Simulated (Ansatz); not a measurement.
def2 core potentials replace the inner electrons of Te.

Calculation: Ansatz (a quantum-chemistry and plane-wave program) with frozen-core CCSD(T)/def2-TZVPP // B3LYP-D3(BJ)/def2-SVP.

Ansatz 0.2 input:
```yaml
crystal:
  periodic: [false, false, false]
  atoms:
    - { symbol: C, position_ang: [-2.256443, 0.800561, 0.266317] }
    - { symbol: C, position_ang: [-1.513446, -0.18888, -0.236459] }
    - { symbol: C, position_ang: [-0.084858, -0.468557, 0.14177] }
    - { symbol: C, position_ang: [0.868519, -0.24281, -1.033125] }
    - { symbol: Te, position_ang: [2.95907, -0.525552, -0.459457] }
    - { symbol: O, position_ang: [2.802409, 0.579876, 1.231076] }
    - { symbol: H, position_ang: [-3.288866, 0.964185, -0.054871] }
    - { symbol: H, position_ang: [-1.8572, 1.482531, 1.024597] }
    - { symbol: H, position_ang: [-1.947458, -0.848456, -0.999513] }
    - { symbol: H, position_ang: [0.015383, -1.511522, 0.492318] }
    - { symbol: H, position_ang: [0.21861, 0.186372, 0.973936] }
    - { symbol: H, position_ang: [0.771767, 0.776337, -1.432305] }
    - { symbol: H, position_ang: [0.697327, -0.954652, -1.857694] }
    - { symbol: H, position_ang: [2.615085, -0.049334, 1.943507] }
basis:
  gaussian: { orbitals: def2-TZVPP }
correlation:
  method: ccsd_t
```

Output:

```
Functional definition: HF
2055 factors; integrals over basis functions are off by at most 1.0e-3 eV
mean field evaluation 1: about -13546.6949 eV, gradient 4.7e1 eV
mean field evaluation 2: about -13547.0374 eV, gradient 4.7e1 eV
mean field evaluation 4: about -13552.2607 eV, gradient 6.5e0 eV
mean field evaluation 8: about -13552.3814 eV, gradient 4.9e-1 eV
mean field evaluation 16: about -13546.6926 eV, gradient 4.7e1 eV
mean field evaluation 32: about -13547.3724 eV, gradient 9.8e0 eV
mean field -13552.38235698 eV, -498.0408654845 hartree, gradient 2.2e-6 eV, S^2 0.000000; 0 other end points of the search recorded, 0 dependent functions left out
9 core orbitals not correlated
reference -13552.38235698 eV, -498.0408654845 hartree; 23, 23 occupied and 285, 285 virtual orbitals, 2055 factors
second order -37.66997010 eV of doubles, -0.00000000 eV of singles
cycle   1  -36.93734201 eV  change    7.3e-1 eV  update   1.4e-1
cycle   2  -37.84222955 eV  change   -9.0e-1 eV  update   4.5e-2
cycle   3  -38.06488682 eV  change   -2.2e-1 eV  update   2.4e-2
cycle   4  -38.04939121 eV  change    1.5e-2 eV  update   6.7e-3
cycle   5  -38.04577085 eV  change    3.6e-3 eV  update   3.4e-3
cycle   6  -38.04874592 eV  change   -3.0e-3 eV  update   1.2e-3
cycle   7  -38.04876962 eV  change   -2.4e-5 eV  update   6.1e-4
cycle   8  -38.04827379 eV  change    5.0e-4 eV  update   2.8e-4
cycle   9  -38.04835507 eV  change   -8.1e-5 eV  update   1.5e-4
cycle  10  -38.04843224 eV  change   -7.7e-5 eV  update   7.7e-5
cycle  11  -38.04832457 eV  change    1.1e-4 eV  update   3.9e-5
cycle  12  -38.04838042 eV  change   -5.6e-5 eV  update   1.8e-5
cycle  13  -38.04838186 eV  change   -1.4e-6 eV  update   5.9e-6
perturbative correction -1.45989377 eV, -0.0536501064 hartree
Total energy: -13591.89063261 eV, -499.4927678341 hartree
```

Cost: roughly 50 core-minutes.
